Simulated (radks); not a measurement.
The numbers below are computed, except where a source is named.
Effect of the nuclear size on neutral zinc, [Ar] 3d10 4s2. Level of theory: Dirac Kohn-Sham, LDA (Slater exchange, Perdew-Wang correlation), spin-unpolarised, spherical densities, finite nucleus; Fermi nuclear charge, rms radius 3.9283 fm (a radial shooting solver on a logarithmic mesh with Libxc functionals). The rms radius is varied about that value; shifts are against it.

rms radius (fm)  total energy shift (eV)  density at nucleus (e/bohr^3)  1s1/2 shift (meV)  2s1/2 shift (meV)  2p1/2 shift (meV)  3s1/2 shift (meV)  3p1/2 shift (meV)
3.3116                           -0.0675                      2.519e+04              -28.7              -2.74              0.237             -0.398              0.041
3.7044                           -0.0258                      2.503e+04              -11.0              -1.04              0.091             -0.152              0.016
3.9283                                 0                      2.495e+04              0.000              0.000              0.000              0.000              0.000
4.0501                            0.0146                      2.491e+04               6.22              0.592             -0.051              0.086             -0.009
4.8004                             0.114                      2.468e+04               48.5               4.62             -0.400              0.672             -0.069

Slopes of the eigenvalues against <r^2> in GHz/fm^2, as finite differences over the two radii next to the reference (eigenvalue slopes, not the field-shift constants of lines): 1s1/2 1550, 2s1/2 148, 2p1/2 -12.8, 3s1/2 21.5.
